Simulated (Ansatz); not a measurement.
Start from `[OH][Ga]([SH])[O][SiH3]` and change one atom or group to get `[OH][Ga]([Cl])[O][SiH3]`.

Ansatz, PBE0-D4/def2-TZVP geometries, multiplicity 1. Each molecule was computed in one conformer, which needn't be the lowest.

Scalar relativity is left out up to krypton.

```json
{"property": "LUMO energy (ωB97M-V/def2-TZVPP) / eV", "`[OH][Ga]([SH])[O][SiH3]`": "0.67"}
{"property": "HOMO–LUMO gap (PBE0/def2-TZVPP) / eV", "`[OH][Ga]([SH])[O][SiH3]`": "6.89"}
{"property": "size of the dipole moment (B3LYP/def2-TZVPP) / D", "`[OH][Ga]([SH])[O][SiH3]`": "1.05"}
{"property": "size of the dipole moment (PBE/def2-TZVPP) / D", "`[OH][Ga]([SH])[O][SiH3]`": "0.94"}
{"property": "HOMO–LUMO gap (B3LYP/def2-TZVPP) / eV", "`[OH][Ga]([SH])[O][SiH3]`": "6.32"}
{"property": "HOMO energy (PBE0/def2-TZVPP) / eV", "`[OH][Ga]([SH])[O][SiH3]`": "-8.00"}
```

What does the change do to each property? (Estimate.)

The calculation gave: 
| property | `[OH][Ga]([Cl])[O][SiH3]` | shift |
| --- | --- | --- |
| LUMO energy (ωB97M-V/def2-TZVPP) / eV | 0.42 | -0.25 |
| HOMO–LUMO gap (PBE0/def2-TZVPP) / eV | 7.48 | 0.59 |
| size of the dipole moment (B3LYP/def2-TZVPP) / D | 1.47 | 0.42 |
| size of the dipole moment (PBE/def2-TZVPP) / D | 1.47 | 0.53 |
| HOMO–LUMO gap (B3LYP/def2-TZVPP) / eV | 6.92 | 0.60 |
| HOMO energy (PBE0/def2-TZVPP) / eV | -8.89 | -0.89 |

With PBE0 the HOMO falls by 0.89 eV and the LUMO falls by 0.30 eV, so the gap widens by about 0.59 eV. PBE moves the HOMO by -0.68 eV and ωB97M-V by -1.00 eV. Dipoles are sizes alone; their direction can turn.

B3LYP here is the variant with VWN-RPA as its local correlation; programs differ in this.
